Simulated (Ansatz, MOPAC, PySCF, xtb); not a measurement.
Dimer: BH3O (SMILES BO) (first 5 atoms) with BH3O (SMILES BO); geometry from B3LYP-D3(BJ)/def2-TZVP.
(charge 0, multiplicity 1):
```
atom    x (Å)    y (Å)    z (Å)
----  -------  -------  -------
B     -0.7825   0.0336  -0.5596
O     -0.0546   0.1073   0.5840
H     -1.9254  -0.2731  -0.4420
H     -0.2691   0.2711  -1.6105
H      0.8693   0.3572   0.4669
B      0.8652  -0.0103   3.8609
O     -0.3659  -0.2658   3.3886
H      1.0431  -0.0901   5.0383
H      1.7561   0.2898   3.1098
H     -0.4293  -0.1800   2.4224
```

Monomers are frozen at their geometry in the pair; levels with a basis set take the counterpoise correction. Rows marked so take none.

Frozen-core correlation. Rows in 6-31G*, STO-3G carry no dispersion term and start afresh at each structure (6-31G* with six Cartesian d functions). The state reached by PM7 isn't checked; PM7 holds dispersion and hydrogen-bond terms.

Run with Ansatz (Gaussian basis) for Hartree–Fock, density functionals and correlated methods; MOPAC for PM7 (differences of heats of formation); PySCF for 6-31G* rows, STO-3G rows, the dispersion terms; xtb for the GFN methods. 

```csv
level,interaction energy (kcal/mol)
GFN-FF,-4.91
PM7,-4.24
HF/STO-3G (no counterpoise),-6.21
PBE/def2-TZVPPD,-4.98
PBE-D4/def2-TZVPPD,-5.80
B97M-V/def2-TZVPPD,-5.52
B3LYP/6-31G*,[?]
B2PLYP/def2-TZVPPD,-4.92
MP2/aug-cc-pVDZ,-4.86
```

### Question
Fill in the missing entries.

### Answer

- B3LYP/6-31G*, interaction energy (kcal/mol): -5.16

Ansatz is an electronic-structure program.
